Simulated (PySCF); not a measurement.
C10H12N2, SMILES c1n(c(-c2cccn2C)cc1)C.

The structure is a stationary point at B3LYP-D3(BJ)/def2-SVP. One conformer was computed; it need not be the lowest.

Two levels are set side by side: PBE/def2-SVP (PySCF) and CAM-B3LYP/def2-SVP (PySCF). Same geometry, gas phase. Differences are taken from unrounded values.

```csv
quantity,CAM-B3LYP,PBE,PBE minus CAM-B3LYP
orbital gap (eV),7.81,3.80,-4.00
highest occupied level (eV),-6.39,-4.33,2.06
lowest empty level (eV),1.42,-0.53,-1.95
dipole moment (D),1.51,1.49,-0.02
mean polarisability (bohr³),117.4,123.1,5.6
```

Without exact exchange PBE keeps part of each electron's self-repulsion, which lifts occupied levels and narrows the gap. Loosely held outer electrons make PBE densities more polarisable. Differences between two approximate levels are no errors against the true value.

Rough cost on one machine, each run with all the roots and properties that it gave: CAM-B3LYP against PBE within a factor of 2.
